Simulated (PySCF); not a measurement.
**Bond curve of TlCd**

Set-up: basis Tl def2-SVP with ECP60, Cd def2-SVP with ECP28; scalar-relativistic core potentials; PySCF 2.14. Energies in eV from Tl + Cd in their ground configurations at the same level. All curves are PBE0. state 1: ²Π (doublet), unpaired electrons π ↑; state 2: ²Σ⁺ (doublet), unpaired electrons σ ↑, a second solution, started from another occupation; state 3: ⁴Π (quartet), unpaired electrons σ ↑↑, π ↑, a second solution, started from another occupation.

```csv
R (Å),state 1,state 2,state 3
2.682,-0.0359,0.4964,2.5680
2.806,-0.1715,0.2490,2.4799
2.931,-0.2368,0.0912,2.4629
3.025,-0.2566,0.0130,2.4795
3.118,-0.2603,-0.0406,2.5124
3.212,-0.2533,-0.0763,2.5564
3.336,-0.2341,-0.1044,2.6260
3.492,-0.2027,-0.1188,2.7226
3.679,-0.1633,-0.1191,2.8439
3.929,-0.1168,-0.1070,3.0046
```

Q: Put a parabola through the three lowest points of the state 1 curve and estimate Re, k and ωe (reduced mass 73.22 u; 1 eV/Å² = 0.16022 mdyn/Å; ωe = 1302.8·√(k/μ) cm⁻¹).

A: Through R = 3.025, 3.118, 3.212 Å the second-order coefficient is 0.611 eV/Å², so Re ≈ 3.104 Å, k ≈ 0.196 mdyn/Å and ωe ≈ 67 cm⁻¹. A polynomial fit of higher order to the unrounded PBE0 energies gives Re = 3.097 Å, k = 0.212 mdyn/Å, ωe = 70.0 cm⁻¹; anharmonicity and rounding make the difference.

The higher-order fit for each curve: state 1: Re = 3.097 Å, ωe = 70.0 cm⁻¹, De = 0.261 eV; state 2: Re = 3.585 Å, ωe = 36.8 cm⁻¹, minimum 0.121 eV below the ground-state fragments; state 3: Re = 2.908 Å, ωe = 105 cm⁻¹, minimum 2.46 eV above the ground-state fragments.

The bond is weak. Basis-set superposition, not corrected here, can be much of De in a small basis, most of all at correlated wavefunction levels. Functionals without a dispersion term scatter widely for such bonds, and LDA overbinds them. Spin–orbit coupling is left out, which matters for elements this heavy, above all for dissociation energies. Counting both spins, an empty level lies below a filled one in some of these solutions, because spin and occupation are held. The state is the lowest determinant that a PBE0 search found; another state may lie lower at other levels.
